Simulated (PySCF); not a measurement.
These compounds are isomers of formula C9H16.

A. `C(=C)(C)/C(C)=C(\C)CC`
B. SMILES C1CC[C@@H]2CCC[C@H]2C1
C. `C[C@@H]1CC[C@H]2CCC[C@H]21`

Spectrum 1. ¹H NMR (300 MHz, computed): δ 2.48 (m, 1H), 2.02 (m, 1H), 1.76 (m, 1H), 1.67 (m, 1H), 1.56 (m, 1H), 1.55 (m, 1H), 1.51 (m, 1H), 1.46 (m, 1H), 1.45 (m, 1H), 1.42 (m, 1H), 1.17 (m, 1H), 1.11 (m, 3H), 1.03 (m, 1H), 1.02 (m, 1H). ¹³C{¹H} NMR (computed): δ 54.4 (CH), 47.1 (CH), 46.8 (CH), 40.0 (CH2), 38.5 (CH2), 36.7 (CH2), 35.1 (CH2), 26.5 (CH2), 22.2 (CH3).

Spectrum 2. ¹H NMR (300 MHz, computed): δ 1.96 (m, 2H), 1.83 (m, 2H), 1.80 (m, 2H), 1.71 (m, 2H), 1.21 (m, 2H), 1.17 (m, 2H), 0.90 (m, 2H), 0.79 (m, 2H). ¹³C{¹H} NMR (computed): δ 49.9 (CH), 35.9 (CH2), 35.0 (CH2), 30.7 (CH2), 23.9 (CH2).

Spectrum 3. ¹H NMR (300 MHz, computed): δ 5.17 (br s, 1H), 4.78 (br s, 1H), 2.01 (q, 2H), 1.93 (s, 3H), 1.90 (s, 3H), 1.90 (s, 3H), 1.05 (t, 3H). ¹³C{¹H} NMR (computed): δ 161.2 (C), 140.3 (C), 139.6 (C), 117.2 (CH2), 30.3 (CH2), 25.4 (CH3), 21.5 (CH3), 19.7 (CH3), 14.3 (CH3).

[PySCF 2.14: shieldings: GIAO PBE0/pcSseg-1; structure optimised with GFN2-xTB; non-relativistic Hamiltonian; no solvent model; one conformer; one averaged value for each set of equivalent atoms]

Chemical shifts δ = σref − σ; ¹H (σref 31.72), ¹³C (σref 186.93) against TMS, all at this level. Where no couplings were computed, multiplicities follow the n + 1 count of equivalent neighbours, and m marks all less simple cases (inequivalent or close neighbours, rings, F or P nearby). Shifts are as computed. Against solution values, carbons near 30 ppm lie about +3 ppm off and those near 130 ppm about +5 ppm. Of 1211 compounds with measured shifts, 218 miss one by over three times the rms of a fit or turn the order of signals round; such compounds aren't used in these exercises.

Question: Which spectrum belongs to which compound?

Answer: 1–C, 2–B, 3–A.

- Spectrum 1 (C): 9 ¹³C signals; δC 54.4 is an sp3 CH in a ring; δC 47.1 is an sp3 CH in a ring.
- Spectrum 2 (B): 5 ¹³C signals; δC 49.9 is an sp3 CH in a ring; δC 35.9 is an sp3 CH2 in a ring.
- Spectrum 3 (A): 9 ¹³C signals; δC 161.2 is a fully substituted alkene carbon; δC 140.3 is a fully substituted alkene carbon.
